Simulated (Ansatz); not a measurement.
Geometry optimisation, RKS PBE0-D4/def2-SVP (Ansatz 0.2.0).

The input (input.yaml):

```yaml
crystal:
  periodic: [false, false, false]
  atoms:
    - { symbol: Hf, position_ang: [0.0, 0.0, 0.0] }
    - { symbol: Cl, position_ang: [0.0, 0.0, 2.87] }
    - { symbol: F, position_ang: [1.8671, 0.0, -0.6593] }
    - { symbol: O, position_ang: [-0.975, 1.6891, -0.6893] }
    - { symbol: H, position_ang: [-1.9328, 1.4584, -0.9117] }
    - { symbol: "N", position_ang: [-1.0409, -1.8034, -0.7359] }
    - { symbol: H, position_ang: [-1.5759, -2.4197, -0.0595] }
    - { symbol: H, position_ang: [-1.0055, -2.0526, -1.7656] }
    - { symbol: Br, position_ang: [1.1163, -2.619, 0.946] }
    - { symbol: H, position_ang: [0.6229, -1.4613, 2.3396] }
basis:
  gaussian: { orbitals: def2-SVP }
hamiltonian:
  xc: pbe0
  dispersion: d4
relax:
  f_tol: 0.15
  max_steps: 25
  restrain:
    - { distance: [0, 8], at: 2.7, k: 30.0 }
    - { distance: [9, 1], at: 1.37, k: 30.0 }
    - { distance: [0, 1], at: 3.72, k: 30.0 }
    - { distance: [9, 8], at: 2.75, k: 30.0 }
```

Launched with:

```bash
$ ansatz run input.yaml --threads 4 --pin off --max-ram 5120MiB --backend cpu --events-out ev --progress --plain --runs-dir out
```

Q: Where does it end, and by what steps?

A: The run converged. The restraints hold the end off the free minimum; the threshold counts their pulls, which the force column leaves out. Restrained pairs: Hf1–Br9 (3.00 → 2.67 Å), Cl2–H10 (1.67 → 1.33 Å), Hf1–Cl2 (2.87 → 3.72 Å), Br9–H10 (1.88 → 2.75 Å). After 20 steps the energy has fallen by 2.717 eV (the restraints' own energy left out); F3 moved furthest, 1.83 Å.

```tsv
step	energy less start (eV)	largest force component (eV/Å)	accepted
0	0.0000	2.922	yes
1	0.1445	2.574	yes
2	0.1134	2.485	yes
3	-0.4357	1.546	yes
4	-1.0563	0.776	yes
5	-1.4447	1.066	yes
6	-1.7783	1.362	yes
7	-2.0402	1.296	yes
8	-2.2374	1.164	yes
9	-2.3328	1.039	yes
10	-2.3965	0.969	yes
11	-2.4033	1.200	yes
12	-2.4571	1.166	yes
13	-2.5274	0.913	yes
14	-2.5665	1.101	yes
15	-2.5970	1.274	yes
16	-2.6409	1.119	yes
17	-2.6560	1.298	yes
18	-2.6952	1.077	yes
19	-2.7013	1.152	yes
20	-2.7174	1.051	yes
```

```xyz
10
Properties=species:S:1:pos:R:3
Hf 0.398 -0.450 -0.595
Cl -1.390 -0.903 2.634
F 1.217 -0.417 -2.314
O -0.261 1.275 -0.117
H -0.795 1.977 0.253
N -1.091 -1.787 -0.793
H -1.835 -1.935 -0.114
H -1.226 -2.413 -1.584
Br 2.162 -1.321 1.209
H -0.103 -1.234 2.757
```

Time of the run: 76 s on 4 threads of Arm Neoverse V2, on a shared host, peak memory 0.49 GiB.
